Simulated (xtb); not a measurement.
C₆H₁₁O₃ (SMILES [CH2]C(=O)OC(C)COC), doublet, at a GFN2-xTB geometry; GFN1-xTB (xtb).

Input for xtb:
```
$ xtb mol.xyz --gfn 1 --uhf 1 --ohess --json

# file mol.xyz
20

C     -2.84706813    -1.01556040    -0.45137452
C     -1.93997425    -0.09485473     0.15029743
O     -2.18277782     0.59152154     1.12868396
O     -0.75557604    -0.06081484    -0.50369527
C      0.25503602     0.78486004     0.03943625
C      0.10101297     2.20323868    -0.50346089
C      1.60191394     0.16650541    -0.32791218
O      1.81876230    -0.96055683     0.48437672
C      3.00690422    -1.64061159     0.17483949
H     -2.55438891    -1.56747728    -1.32403870
H     -3.82275640    -1.14674455    -0.02326994
H      0.14629852     0.78954684     1.13182408
H      0.19398139     2.20050608    -1.58712482
H     -0.87849562     2.58866316    -0.23201452
H      0.86203775     2.85028242    -0.07783406
H      1.59069645    -0.12045765    -1.39031957
H      2.40151494     0.90775933    -0.17397443
H      3.07160979    -2.48096705     0.86247585
H      3.88240569    -0.99178154     0.30601710
H      2.99688006    -2.01199315    -0.85761762
```

Write the output that xtb gives for this input, abridged.


```
   ID    Z sym.   atoms
    1    6 C      1, 2, 5-7, 9
    2    8 O      3, 4, 8
    3    1 H      10-20

           -------------------------------------------------
          |                Calculation Setup                |
           -------------------------------------------------

           -------------------------------------------------
          |                 G F N 1 - x T B                 |
           -------------------------------------------------

          ...................................................
          :                      SETUP                      :
          :.................................................:
          :  # basis functions                  58          :
          :  # atomic orbitals                  58          :
          :  # shells                           40          :
          :  # electrons                        53          :
          :  # halogen bonds                     0          :
          :  max. iterations                   250          :
          :  Hamiltonian                  GFN1-xTB          :
          :  restarted?                      false          :
          :  GBSA solvation                  false          :
          :  PC potential                    false          :
          :  electronic temp.          300.0000000     K    :
          :  accuracy                    1.0000000          :
          :  -> integral cutoff          0.2500000E+02      :
          :  -> integral neglect         0.1000000E-07      :
          :  -> SCF convergence          0.1000000E-05 Eh   :
          :  -> wf. convergence          0.2000000E-04 e    :
          :  Broyden damping             0.4000000          :
          :  net charge                          0          :
          :  unpaired electrons                  1          :
          ...................................................

 iter      E             dE          RMSdq      gap      omega  full diag
   1    -32.7991750 -0.327992E+02  0.778E+00    6.03       0.0  T
   2    -32.9507957 -0.151621E+00  0.463E+00    5.20       1.0  T
   3    -32.9484101  0.238557E-02  0.163E+00    5.70       1.0  T
   4    -32.9580341 -0.962399E-02  0.223E-01    5.42       1.0  T
   5    -32.9586985 -0.664373E-03  0.452E-02    5.44       1.0  T
   6    -32.9587367 -0.381773E-04  0.106E-02    5.44       2.1  T
   7    -32.9587377 -0.993591E-06  0.142E-03    5.44      15.7  T
   8    -32.9587377 -0.262086E-07  0.620E-04    5.44      36.0  T
   9    -32.9587377 -0.245240E-08  0.166E-04    5.44     134.6  T
  10    -32.9587377 -0.139615E-09  0.327E-05    5.44     683.6  T

   *** convergence criteria satisfied after 10 iterations ***

         :::::::::::::::::::::::::::::::::::::::::::::::::::::
         ::                     SUMMARY                     ::
         :::::::::::::::::::::::::::::::::::::::::::::::::::::
         :: total energy             -32.659622423194 Eh    ::
         :: gradient norm              0.015211795640 Eh/a0 ::
         :: HOMO-LUMO gap              5.441013437868 eV    ::
         ::.................................................::
         :: SCC energy               -32.958737702155 Eh    ::
         :: -> electrostatic           0.130153084281 Eh    ::
         :: repulsion energy           0.306612270189 Eh    ::
         :: dispersion energy         -0.007496991227 Eh    ::
         :: halogen bond corr.         0.000000000000 Eh    ::
         :: add. restraining           0.000000000000 Eh    ::
         :: total charge               0.000000000000 e     ::
         :::::::::::::::::::::::::::::::::::::::::::::::::::::

      -----------------------------------------------------------
     |                   =====================                   |
     |                        A N C O P T                        |
     |                   =====================                   |
     |               Approximate Normal Coordinate               |
     |                Rational Function Optimizer                |
      -----------------------------------------------------------
      -----------------------------------------------------------
     |                   =====================                   |
     |                        A N C O P T                        |
     |                   =====================                   |
     |               Approximate Normal Coordinate               |
     |                Rational Function Optimizer                |
      -----------------------------------------------------------

          ...................................................
          :                      SETUP                      :
          :.................................................:
          :   optimization level            normal          :
          :   max. optcycles                   200          :
          :   ANC micro-cycles                  20          :
          :   degrees of freedom                54          :
          :.................................................:
          :   RF solver                   davidson          :
          :   write xtbopt.log                true          :
          :   linear?                        false          :
          :   energy convergence         0.5000000E-05 Eh   :
          :   grad. convergence          0.1000000E-02 Eh/α :
          :   maxmium RF displ.          1.0000000          :
          :   Hlow (freq-cutoff)         0.1000000E-01      :
          :   Hmax (freq-cutoff)         5.0000000          :
          :   S6 in model hess.         20.0000000          :
          ...................................................

generating ANC from exact Hessian ...
Using Lindh-Hessian (1995)
 Shifting diagonal of input Hessian by    8.6828460563371426E-003
 Lowest  eigenvalues of input Hessian
    0.000000    0.000000    0.000000    0.000000    0.000000    0.000000
[...]
 * total energy  :   -32.6603162 Eh     change       -0.6872827E-04 Eh
 * total energy  :   -32.6603660 Eh     change       -0.4982843E-04 Eh
 * total energy  :   -32.6604072 Eh     change       -0.4117843E-04 Eh
 * total energy  :   -32.6604345 Eh     change       -0.2727131E-04 Eh
 * total energy  :   -32.6604583 Eh     change       -0.2385001E-04 Eh
 * total energy  :   -32.6604697 Eh     change       -0.1137752E-04 Eh
 * total energy  :   -32.6604831 Eh     change       -0.1342039E-04 Eh
 * total energy  :   -32.6604895 Eh     change       -0.6427881E-05 Eh
 * total energy  :   -32.6605013 Eh     change       -0.1173326E-04 Eh
 * total energy  :   -32.6605082 Eh     change       -0.6872311E-05 Eh
 * total energy  :   -32.6605136 Eh     change       -0.5399767E-05 Eh
 * total energy  :   -32.6605175 Eh     change       -0.3975722E-05 Eh
   *** GEOMETRY OPTIMIZATION CONVERGED AFTER 16 ITERATIONS ***
         :: total energy             -32.660517525784 Eh    ::
[...]
   9: 13.79  10: 10.05  11:  6.50  12:  8.37  13:  5.25  14:  7.21  15: 10.48  16:  9.46
  17:  2.51  18:  9.32  19:  9.50  20:  9.61  21:  6.50  22: 11.40  23: 10.53  24:  8.75
  25:  5.46  26:  5.19  27:  7.28  28: 10.46  29: 11.64  30:  7.90  31:  6.43  32:  8.97
  33: 12.51  34:  4.11  35:  9.05  36:  8.12  37:  2.90  38:  4.85  39:  3.34  40:  4.77
  41:  5.10  42:  3.58  43:  2.64  44:  1.55  45:  1.48  46:  1.55  47:  1.83  48:  1.50
  49: 13.39  50:  1.60  51:  1.86  52:  1.35  53:  1.78  54:  1.97  55:  1.28  56:  1.86
  57:  2.00  58:  1.99  59:  1.46  60:  2.17
 IR intensities (km·mol⁻¹)
   1:  1.74   2:  0.23   3:  1.04   4:  0.22   5:  0.19   6:  1.17   7:  0.91   8: 13.64
   9:  2.82  10:  9.74  11:  9.21  12:  3.25  13:  3.10  14:  1.28  15:  4.64  16:  0.88
  17:  0.15  18:  2.64  19: 12.68  20:  8.43  21:  0.59  22: 15.90  23:115.00  24:  6.78
  25: 18.21  26:  6.41  27:  3.48  28: 26.21  29: 42.67  30: 15.42  31: 32.20  32: 54.05
  33:124.67  34:  3.19  35:190.94  36: 51.18  37: 21.34  38: 21.44  39:  7.38  40: 51.44
  41:  0.16  42: 24.94  43:  0.48  44:  8.82  45:  8.91  46:  8.11  47:  4.72  48:  6.40
  49:351.84  50: 39.77  51: 27.89  52: 46.19  53: 13.68  54: 35.09  55:  9.45  56: 14.92
  57: 14.60  58:  4.93  59:  0.94  60:  0.93
 Raman intensities (Ä⁴*amu⁻¹)
   1:  0.00   2:  0.00   3:  0.00   4:  0.00   5:  0.00   6:  0.00   7:  0.00   8:  0.00
   9:  0.00  10:  0.00  11:  0.00  12:  0.00  13:  0.00  14:  0.00  15:  0.00  16:  0.00
  17:  0.00  18:  0.00  19:  0.00  20:  0.00  21:  0.00  22:  0.00  23:  0.00  24:  0.00
  25:  0.00  26:  0.00  27:  0.00  28:  0.00  29:  0.00  30:  0.00  31:  0.00  32:  0.00
  33:  0.00  34:  0.00  35:  0.00  36:  0.00  37:  0.00  38:  0.00  39:  0.00  40:  0.00
  41:  0.00  42:  0.00  43:  0.00  44:  0.00  45:  0.00  46:  0.00  47:  0.00  48:  0.00
  49:  0.00  50:  0.00  51:  0.00  52:  0.00  53:  0.00  54:  0.00  55:  0.00  56:  0.00
  57:  0.00  58:  0.00  59:  0.00  60:  0.00
 output can be read by thermo (or use thermo option).
 writing <g98.out> molden fake output.
 recommended (thermochemical) frequency scaling factor: 1.0
           -------------------------------------------------
          |             Thermodynamic Functions             |
           -------------------------------------------------

c1  symmetry found (for desy threshold:  0.10E+00) used in thermo

          ...................................................
          :                      SETUP                      :
          :.................................................:
          :  # frequencies                          54      :
          :  # imaginary freq.                       0      :
          :  linear?                             false      :
          :  only rotor calc.                    false      :
          :  symmetry                               c1      :
          :  rotational number                       1      :
          :  scaling factor                  1.0000000      :
          :  rotor cutoff                   50.0000000 cm⁻¹ :
          :  imag. cutoff                  -20.0000000 cm⁻¹ :
          :.................................................:

    mode    ω/cm⁻¹     T·S(HO)/kcal·mol⁻¹    T·S(FR)/kcal·mol⁻¹   T·S(vib)
   ------------------------------------------------------------------------
       1     40.27    -1.56398 ( 29.62%)    -1.12038 ( 70.38%)    -1.25178
       2     53.15    -1.40024 ( 56.09%)    -1.03823 ( 43.91%)    -1.24127
       3     60.75    -1.32159 ( 68.55%)    -0.99868 ( 31.45%)    -1.22003
       4    107.86    -0.98599 ( 95.59%)    -0.82870 (  4.41%)    -0.97905
       5    166.02    -0.73944 ( 99.18%)    -0.70098 (  0.82%)    -0.73913
       6    178.03    -0.70035 ( 99.38%)    -0.68029 (  0.62%)    -0.70023
       7    182.79    -0.68566 ( 99.44%)    -0.67247 (  0.56%)    -0.68559
       8    221.02    -0.58161 ( 99.74%)    -0.61622 (  0.26%)    -0.58170
   ------------------------------------------------------------------------

   temp. (K)  partition function   enthalpy   heat capacity  entropy
                                   cal/mol     cal/K/mol   cal/K/mol   J/K/mol
 298.15  VIB  0.738E+04             5288.467     31.166     33.493
         ROT  0.649E+06              888.752      2.981     29.576
         INT  0.479E+10             6177.220     34.147     63.069
         TR   0.145E+28             1481.254      4.968     40.508
         TOT                        7658.4735    39.1154   103.5770   433.3662

       T/K    H(0)-H(T)+PV         H(T)/Eh          T*S/Eh         G(T)/Eh
   ------------------------------------------------------------------------
    298.15    0.122046E-01    0.174020E+00    0.492128E-01    0.124807E+00
   ------------------------------------------------------------------------

         :::::::::::::::::::::::::::::::::::::::::::::::::::::
         ::                  THERMODYNAMIC                  ::
         :::::::::::::::::::::::::::::::::::::::::::::::::::::
         :: total free energy         -32.535710448978 Eh   ::
         ::.................................................::
         :: total energy              -32.660517525784 Eh   ::
         :: zero point energy           0.161815298472 Eh   ::
         :: G(RRHO) w/o ZPVE           -0.037008221665 Eh   ::
         :: G(RRHO) contrib.            0.124807076806 Eh   ::
         :::::::::::::::::::::::::::::::::::::::::::::::::::::

optimized geometry written to: xtbopt.xyz

           -------------------------------------------------
          | TOTAL ENERGY              -32.660517525784 Eh   |
          | TOTAL ENTHALPY            -32.486497672996 Eh   |
          | TOTAL FREE ENERGY         -32.535710448978 Eh   |
          | GRADIENT NORM               0.000819110544 Eh/α |
          | HOMO-LUMO GAP               5.407293227574 eV   |
           -------------------------------------------------

normal termination of xtb
```
